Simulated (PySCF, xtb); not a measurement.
C₃H₇FOSi, SMILES C=CC[Si@H](O)F. Other conformers were not sampled.

Harmonic wavenumbers (cm⁻¹) from GFN2-xTB run with xtb 6.7.1 at its own minimum, in rising order: 32, 63, 143, 196, 227, 283, 305, 408, 589, 663, 686, 739, 767, 793, 853, 887, 929, 957, 1021, 1057, 1180, 1219, 1300, 1413, 1454, 1715, 2346, 2975, 2983, 3050, 3101, 3126, 3656.

Problem. What does PBE-D3(BJ)/def2-SVP (PySCF) give at its own minimum? (An estimate is asked for; the answer gives what the named calculation found.)

Solution. 28, 46, 152, 228, 243, 272, 352, 405, 571, 696, 712, 777, 798, 823, 883, 895, 920, 934, 986, 1009, 1132, 1166, 1271, 1356, 1385, 1665, 2181, 2981, 3043, 3069, 3077, 3173, 3768. Paired by order, the mean absolute difference is 37 cm⁻¹ and the zero-point energies are 58.8 and 58.6 kcal/mol.
